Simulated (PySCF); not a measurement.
Compound: C4H6OSSi.
InChI=1S/C4H6OSSi/c5-3-4-6-1-2-7-4/h1-4H,7H2/t4-/m1/s1

Method: PySCF 2.14.0, density-fitted response routines, TDDFT PBE0/def2-SVPD, vertical, gas phase, core orbitals frozen in the response. The structure is a single GFN2-xTB conformer in the gas phase; no vibrational or solvent corrections. Torsions of this conformer, `[O:1]=[CH:2][C@H:3]1[SiH2:4][CH:5]=[CH:6][S:7]1`: O1–C2–C3–Si4 88°.

| state | E (eV) | E (hartree) | f | main configurations (H = HOMO, L = LUMO) |
| --- | --- | --- | --- | --- |
| S1 | 4.29 | 0.1578 | 0.0014 | H-1→L (65%), H→L (25%) |
| S2 | 4.61 | 0.1694 | 0.013 | H→L (70%), H-1→L (22%) |
| S3 | 4.98 | 0.1831 | 0.074 | H→L+1 (68%), H→L+2 (25%) |
| S4 | 5.09 | 0.1870 | 0.039 | H→L+2 (70%), H→L+1 (23%) |
| S5 | 5.86 | 0.2153 | 0.0056 | H→L+3 (95%) |
| S6 | 5.88 | 0.2163 | 0.0032 | H-1→L+1 (86%), H-1→L (10%) |
| S7 | 6.20 | 0.2277 | 0.0009 | H→L+4 (91%) |
| S8 | 6.26 | 0.2300 | 0.0021 | H-1→L+2 (95%) |

Triplets (Tamm–Dancoff): T1 3.48 eV, H→L+1 (66%), H→L (25%); T2 3.73 eV, H-1→L (80%), H-1→L+1 (9%); T3 4.45 eV, H→L (65%), H→L+1 (24%).

The lowest singlet lies at 4.29 eV (289 nm, ultraviolet) and is very weak; its leading configuration is HOMO-1→LUMO (65%). The most intense listed level is S3 at 4.98 eV (249 nm, f = 0.074), 0.69 eV above S1. Löwdin shares by element: HOMO sulfur 46%, carbon 42% or more; LUMO carbon 40% or more, oxygen 25%, silicon 8% (atoms not listed hold the other 28%). Orbital energies (eV): HOMO-3 -9.52, HOMO-2 -9.06, HOMO-1 -7.68, HOMO -6.74, LUMO -1.11, LUMO+1 -0.83, LUMO+2 -0.27. Weighted by f, the mean energy of these states is 5.05 eV. Of the 8 states listed, 3 reach f = 0.01 and none stays under 0.0005. Singlets were solved by full linear response, triplets in the Tamm–Dancoff approximation.

On one thread of an Arm Neoverse V2, shared host with 32 logical CPUs at a one-minute load of 30, this took 31 s wall and 0.81 GiB of memory at its peak.
